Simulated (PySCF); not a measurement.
PySCF job for C3H2N3, SMILES [c]1ncncn1, multiplicity 2, TDA-PBE/def2-SVPD. Coordinates come from a B3LYP-D3(BJ)/def2-SVP optimisation. The isomer is the one that the SMILES or the coordinates give; other isomers of the formula were not compared.

```python
import numpy as np
from pyscf import gto, scf, dft, tdscf

mol = gto.M(
    atom='''
    C    -0.00000000    0.00000001   -1.31813160
    N     0.00000000   -1.17808445   -0.75226149
    C    -0.00000000   -1.12868426    0.59046028
    N     0.00000000   -0.00000001    1.29746565
    C     0.00000000    1.12868425    0.59046029
    N    -0.00000000    1.17808446   -0.75226147
    H    -0.00000000   -2.07956203    1.13633366
    H    -0.00000000    2.07956202    1.13633368
    ''',
    basis='def2-SVPD',
    charge=0,
    spin=1,
    max_memory=1600,
    verbose=4,
)
mf = dft.UKS(mol, xc='pbe').density_fit(auxbasis='def2-universal-jkfit')
mf.grids.level = 3
mf.conv_tol = 1e-9
mf.max_cycle = 100
mf.kernel()
fine, coarse = mf.grids, dft.Grids(mol).set(level=1).build(with_non0tab=True)
for _ in range(3):  # follow internal instabilities
    mf.grids = coarse
    mo, _, stable, _ = mf.stability(return_status=True, nroots=4)
    mf.grids = fine
    if stable:
        break
    mf.kernel(mf.make_rdm1(mo, mf.mo_occ))
mf.grids = dft.Grids(mol).set(level=1).build(with_non0tab=True)  # coarser grid for the response kernel
td = tdscf.TDA(mf)
td.nstates = 10
td.conv_tol = 1e-4
td.positive_eig_threshold = 1e-6
td.kernel(x0=td.get_init_guess(mf, 15))
td.analyze()
```

It prints:

```
PySCF version 2.14.0

[INPUT] verbose = 4
[INPUT] num. atoms = 8
[INPUT] num. electrons = 41
[INPUT] charge = 0
[INPUT] spin (= nelec alpha-beta = 2S) = 1
[INPUT] symmetry False subgroup None
[INPUT] Mole.unit = angstrom
[INPUT] Symbol           X                Y                Z      unit          X                Y                Z       unit  Magmom
[INPUT]  1 C      0.000000000000   0.000000010000  -1.318131600000 AA    0.000000000000   0.000000018897  -2.490907720135 Bohr   0.0
[INPUT]  2 N      0.000000000000  -1.178084450000  -0.752261490000 AA    0.000000000000  -2.226256962109  -1.421568190157 Bohr   0.0
[INPUT]  3 C      0.000000000000  -1.128684260000   0.590460280000 AA    0.000000000000  -2.132904132507   1.115808216634 Bohr   0.0
[INPUT]  4 N      0.000000000000  -0.000000010000   1.297465650000 AA    0.000000000000  -0.000000018897   2.451854734531 Bohr   0.0
[INPUT]  5 C      0.000000000000   1.128684250000   0.590460290000 AA    0.000000000000   2.132904113610   1.115808235531 Bohr   0.0
[INPUT]  6 N      0.000000000000   1.178084460000  -0.752261470000 AA    0.000000000000   2.226256981006  -1.421568152363 Bohr   0.0
[INPUT]  7 H      0.000000000000  -2.079562030000   1.136333660000 AA    0.000000000000  -3.929802695745   2.147359403525 Bohr   0.0
[INPUT]  8 H      0.000000000000   2.079562020000   1.136333680000 AA    0.000000000000   3.929802676847   2.147359441319 Bohr   0.0

nuclear repulsion = 203.087345589366
number of shells = 56
number of NR pGTOs = 200
number of NR cGTOs = 136
basis = def2-SVPD
ecp = {}


[settings echo left out]
init E= -280.122773537332
  alpha nocc = 21  HOMO = -0.188805161048716  LUMO = -0.122850591075883
  beta  nocc = 20  HOMO = -0.302563110240564  LUMO = -0.188805161048716

WARN: HOMO -0.188805161048716 >= LUMO -0.188805161048716

cycle= 1 E= -279.141113901055  delta_E= 0.982  |g|= 0.286  |ddm|= 3.78
  alpha nocc = 21  HOMO = -0.172373133042197  LUMO = -0.103175954614352
  beta  nocc = 20  HOMO = -0.206178577219913  LUMO = -0.123770247174624
  HOMO = -0.172373133042  LUMO = -0.123770247175  gap/eV = 1.32255
cycle= 2 E= -279.003623633468  delta_E= 0.137  |g|= 0.618  |ddm|= 1.87
  alpha nocc = 21  HOMO = -0.187343536408502  LUMO = -0.114278317653588
  beta  nocc = 20  HOMO = -0.251418164828721  LUMO = -0.125616757045062
  HOMO = -0.187343536409  LUMO = -0.125616757045  gap/eV = 1.67967
cycle= 3 E= -279.177266863892  delta_E= -0.174  |g|= 0.0611  |ddm|= 1.21
  alpha nocc = 21  HOMO = -0.201407789618993  LUMO = -0.114628829926033
  beta  nocc = 20  HOMO = -0.25585414861654  LUMO = -0.136934934152205
  HOMO = -0.201407789619  LUMO = -0.136934934152  gap/eV = 1.75440
cycle= 4 E= -279.178017534497  delta_E= -0.000751  |g|= 0.0452  |ddm|= 0.166
  alpha nocc = 21  HOMO = -0.197855798721143  LUMO = -0.115998821108245
  beta  nocc = 20  HOMO = -0.253796022069909  LUMO = -0.13060357257881
  HOMO = -0.197855798721  LUMO = -0.130603572579  gap/eV = 1.83003
cycle= 5 E= -279.17905073923  delta_E= -0.00103  |g|= 0.0178  |ddm|= 0.0855
  alpha nocc = 21  HOMO = -0.198537132667405  LUMO = -0.115853956763879
  beta  nocc = 20  HOMO = -0.254619373622761  LUMO = -0.130064659631599
  HOMO = -0.198537132667  LUMO = -0.130064659632  gap/eV = 1.86323
cycle= 6 E= -279.179184302786  delta_E= -0.000134  |g|= 0.00921  |ddm|= 0.037
  alpha nocc = 21  HOMO = -0.19873570330428  LUMO = -0.115385464869094
  beta  nocc = 20  HOMO = -0.253971778410478  LUMO = -0.129767067854483
  HOMO = -0.198735703304  LUMO = -0.129767067854  gap/eV = 1.87673
cycle= 7 E= -279.179221937584  delta_E= -3.76e-05  |g|= 0.000854  |ddm|= 0.015
  alpha nocc = 21  HOMO = -0.198877666309872  LUMO = -0.115374241013037
  beta  nocc = 20  HOMO = -0.253952076957303  LUMO = -0.129511174695407
  HOMO = -0.19887766631  LUMO = -0.129511174695  gap/eV = 1.88756
cycle= 8 E= -279.179222994458  delta_E= -1.06e-06  |g|= 0.0002  |ddm|= 0.00404
  alpha nocc = 21  HOMO = -0.198882852068825  LUMO = -0.11536968082258
  beta  nocc = 20  HOMO = -0.253976867256531  LUMO = -0.129493289471818
  HOMO = -0.198882852069  LUMO = -0.129493289472  gap/eV = 1.88819
cycle= 9 E= -279.179223095489  delta_E= -1.01e-07  |g|= 7.44e-05  |ddm|= 0.00104
  alpha nocc = 21  HOMO = -0.198890863999105  LUMO = -0.11536508656361
  beta  nocc = 20  HOMO = -0.253984028638494  LUMO = -0.12950109152778
  HOMO = -0.198890863999  LUMO = -0.129501091528  gap/eV = 1.88819
cycle= 10 E= -279.179223107346  delta_E= -1.19e-08  |g|= 2.7e-05  |ddm|= 0.000358
  alpha nocc = 21  HOMO = -0.198883653756644  LUMO = -0.115359661832534
  beta  nocc = 20  HOMO = -0.253978448924219  LUMO = -0.129494137895391
  HOMO = -0.198883653757  LUMO = -0.129494137895  gap/eV = 1.88818
cycle= 11 E= -279.179223108092  delta_E= -7.46e-10  |g|= 1.28e-05  |ddm|= 0.000115
  alpha nocc = 21  HOMO = -0.198888176809112  LUMO = -0.115364069226969
  beta  nocc = 20  HOMO = -0.253985055801273  LUMO = -0.129499435067757
  HOMO = -0.198888176809  LUMO = -0.129499435068  gap/eV = 1.88816
Extra cycle  E= -279.179223107991  delta_E= 1.01e-10  |g|= 2.06e-05  |ddm|= 8.3e-05
converged SCF energy = -279.179223107991  <S^2> = 0.75385932  2S+1 = 2.0038556
tot grids = 35848
uhf_internal: lowest eigs of H = [0.54784878 0.56163887 0.58353898 0.61876257]
<class 'pyscf.df.df_jk.DFUKS'> wavefunction is stable in the internal stability analysis
tot grids = 35848
Overwritten attributes  positive_eig_threshold  of <class 'pyscf.tdscf.uks.TDA'>


******** <class 'pyscf.tdscf.uks.TDA'> for <class 'pyscf.df.df_jk.DFUKS'> ********
nstates = 10
deg_eia_thresh = 1.000e-03
wfnsym = None
conv_tol = 0.0001
eigh lindep = 1e-12
eigh level_shift = 0
eigh max_cycle = 100


Excitation energies (eV)
[2.19695794 2.63630318 3.56610589 3.56673369 4.03534501 4.09079905
 4.21485306 4.29302418 4.47607199 4.6304302 ]

** Excitation energies and oscillator strengths **
Excited State   1:      2.19696 eV    564.34 nm  f=0.0000
      21a ->   22a      0.99808
Excited State   2:      2.63630 eV    470.30 nm  f=0.0040
      21a ->   23a     -0.99456
Excited State   3:      3.56611 eV    347.67 nm  f=0.0002
      20a ->   22a     -0.59118
      20b ->   22b      0.80301
Excited State   4:      3.56673 eV    347.61 nm  f=0.0092
      20b ->   21b     -0.98731
Excited State   5:      4.03535 eV    307.25 nm  f=0.0324
      17a ->   23a      0.19554
      19b ->   21b      0.96839
Excited State   6:      4.09080 eV    303.08 nm  f=0.0074
      20a ->   22a     -0.80044
      20b ->   22b     -0.58919
Excited State   7:      4.21485 eV    294.16 nm  f=0.0000
      20a ->   23a      0.84795
      19b ->   22b     -0.33957
      20b ->   23b     -0.39841
Excited State   8:      4.29302 eV    288.80 nm  f=0.0000
      19a ->   22a      0.12698
      20a ->   23a     -0.25158
      19b ->   22b     -0.92260
      20b ->   23b      0.26041
Excited State   9:      4.47607 eV    276.99 nm  f=0.0000
      20a ->   23a     -0.45776
      19b ->   22b     -0.11174
      20b ->   23b     -0.87711
Excited State  10:      4.63043 eV    267.76 nm  f=0.0002
      19a ->   23a      0.60549
      18b ->   21b      0.28709
      19b ->   23b     -0.73302

** Transition electric dipole moments (AU) **
state          X           Y           Z        Dip. S.      Osc.
  1         0.0000     -0.0000      0.0000      0.0000      0.0000
  2        -0.2486      0.0000     -0.0000      0.0618      0.0040
  3         0.0419     -0.0000      0.0000      0.0018      0.0002
  4         0.0000      0.3245      0.0000      0.1053      0.0092
  5        -0.0000     -0.0000      0.5723      0.3276      0.0324
  6        -0.2716      0.0000     -0.0000      0.0738      0.0074
  7        -0.0000     -0.0000     -0.0000      0.0000      0.0000
  8         0.0000     -0.0000      0.0000      0.0000      0.0000
  9        -0.0000     -0.0000     -0.0000      0.0000      0.0000
 10        -0.0459     -0.0000      0.0000      0.0021      0.0002

** Transition velocity dipole moments (imaginary part, AU) **
state          X           Y           Z        Dip. S.      Osc.
  1        -0.0000      0.0000     -0.0000      0.0000      0.0000
  2         0.0322     -0.0000     -0.0000      0.0010      0.0072
  3        -0.0073      0.0000     -0.0000      0.0001      0.0003
  4        -0.0000     -0.0700     -0.0000      0.0049      0.0250
  5         0.0000      0.0000     -0.0250      0.0006      0.0028
  6         0.0317     -0.0000     -0.0000      0.0010      0.0045
  7         0.0000      0.0000     -0.0000      0.0000      0.0000
  8        -0.0000      0.0000     -0.0000      0.0000      0.0000
  9         0.0000     -0.0000     -0.0000      0.0000      0.0000
 10         0.0102     -0.0000     -0.0000      0.0001      0.0004

** Transition magnetic dipole moments (imaginary part, AU) **
state          X           Y           Z
  1         0.0000      0.0000     -0.1250
  2         0.0000     -0.2622     -0.0000
  3        -0.0000      0.0393      0.0000
  4         0.3204      0.0000     -0.0000
  5         0.0000      0.0000      0.0000
  6         0.0000     -0.2362     -0.0000
  7        -0.0000     -0.0000     -0.0508
  8        -0.0000     -0.0000      0.0984
  9         0.0000     -0.0000      0.1167
 10        -0.0000     -0.1097      0.0000
```

The run converged.
